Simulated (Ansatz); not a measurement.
Ti2S⁺ (the lowest doublet isomer of a short search), 3 atoms. Hardware: 4 threads of Arm Neoverse V2 on a shared host.

Correlated methods freeze 15 core orbitals; core or outer-core shells of Ti are correlated, in sets that lack core-valence functions. In CCSD on the charge 1 doublet the largest single amplitude is 0.21, so its Hartree–Fock determinant may place the open shell otherwise than the density functionals do.

(1) How many basis functions does each of these Ansatz runs have, and roughly what does it cost? HF/def2-TZVP, charge 1 quartet, energy, from earlier orbitals; MP2/def2-TZVP, charge 1 quartet, energy, from earlier orbitals; r2SCAN-D4/def2-TZVP, charge 0 singlet at the geometry of the charge 1 doublet, energy, from earlier orbitals; LC-ωPBE/def2-TZVP, charge 1 quartet, energy, from earlier orbitals; HSE06-D4/def2-TZVP, charge 1 quartet, energy, from earlier orbitals; RPA@PBE/def2-TZVP, charge 1 quartet, energy, from earlier orbitals; r2SCAN-D4/def2-TZVP, charge 1 doublet, relaxation, 10 steps; LDA (SPW92)/def2-TZVP, charge 1 quartet, energy, from earlier orbitals; r2SCAN-D4/def2-TZVP, charge 1 doublet, energy, from earlier orbitals; LDA (SPW92)/def2-TZVP, charge 1 doublet, energy, from earlier orbitals; PBE0-D4/def2-TZVP, charge 1 doublet, energy and forces, from earlier orbitals; CCSD(T)/def2-TZVPP, charge 1 doublet, energy, from earlier orbitals.

## Answers

(1) Other jobs shared the machine, so times can vary by a factor of up to 3. A dash marks memory too small to be measured apart from the calling script's.

```json
{"run": "LDA (SPW92)/def2-TZVP, charge 1 quartet, energy, from earlier orbitals", "functions": "127", "fitting or Cholesky vectors": "1087", "wall time": "1.4 s", "peak host memory (GiB)": "–"}
{"run": "RPA@PBE/def2-TZVP, charge 1 quartet, energy, from earlier orbitals", "functions": "127", "fitting or Cholesky vectors": "1026", "wall time": "3.9 s", "peak host memory (GiB)": "–"}
{"run": "HF/def2-TZVP, charge 1 quartet, energy, from earlier orbitals", "functions": "127", "fitting or Cholesky vectors": "1026", "wall time": "4.4 s", "peak host memory (GiB)": "–"}
{"run": "MP2/def2-TZVP, charge 1 quartet, energy, from earlier orbitals", "functions": "127", "fitting or Cholesky vectors": "1026", "wall time": "4.7 s", "peak host memory (GiB)": "–"}
{"run": "LDA (SPW92)/def2-TZVP, charge 1 doublet, energy, from earlier orbitals", "functions": "127", "fitting or Cholesky vectors": "1087", "wall time": "5.5 s", "peak host memory (GiB)": "–"}
{"run": "r2SCAN-D4/def2-TZVP, charge 0 singlet at the geometry of the charge 1 doublet, energy, from earlier orbitals", "functions": "127", "fitting or Cholesky vectors": "1087", "wall time": "5.5 s", "peak host memory (GiB)": "–"}
{"run": "HSE06-D4/def2-TZVP, charge 1 quartet, energy, from earlier orbitals", "functions": "127", "fitting or Cholesky vectors": "1026", "wall time": "7.5 s", "peak host memory (GiB)": "–"}
{"run": "LC-ωPBE/def2-TZVP, charge 1 quartet, energy, from earlier orbitals", "functions": "127", "fitting or Cholesky vectors": "1087", "wall time": "13 s", "peak host memory (GiB)": "–"}
{"run": "r2SCAN-D4/def2-TZVP, charge 1 doublet, energy, from earlier orbitals", "functions": "127", "fitting or Cholesky vectors": "1087", "wall time": "21 s", "peak host memory (GiB)": "–"}
{"run": "r2SCAN-D4/def2-TZVP, charge 1 doublet, relaxation, 10 steps", "functions": "127", "fitting or Cholesky vectors": "1087", "wall time": "45 s", "peak host memory (GiB)": "–"}
{"run": "CCSD(T)/def2-TZVPP, charge 1 doublet, energy, from earlier orbitals", "functions": "170", "fitting or Cholesky vectors": "1121", "wall time": "91 s", "peak host memory (GiB)": "2.4"}
{"run": "PBE0-D4/def2-TZVP, charge 1 doublet, energy and forces, from earlier orbitals", "functions": "127", "fitting or Cholesky vectors": "1025", "wall time": "2 min", "peak host memory (GiB)": "0.63"}
```
